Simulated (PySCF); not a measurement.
Vertical excitations of a molecule C₂H₆O₃Si from TDA-CAM-B3LYP/def2-SVPD (PySCF), as energy in eV (oscillator strength): 6.67 (0.025), 6.90 (0.025), 7.19 (0.025), 7.61 (0.004), 7.64 (0.013), 7.94 (0.000), 7.98 (0.025), 8.00 (0.052), 8.03 (0.026), 8.21 (0.046). Lowest triplet (TDA): 6.37 eV. The structure is a stationary point at r2SCAN-D4/def2-SVP. Other conformers were not sampled.

Problem. Pick the molecule that these values belong to.
A) O[Si]1(O)COC1
B) O=C(O)C[SiH2]O
C) O[SiH2]C1OCO1
D) O[Si@@H]1COCO1

Solution. A, O[Si]1(O)COC1
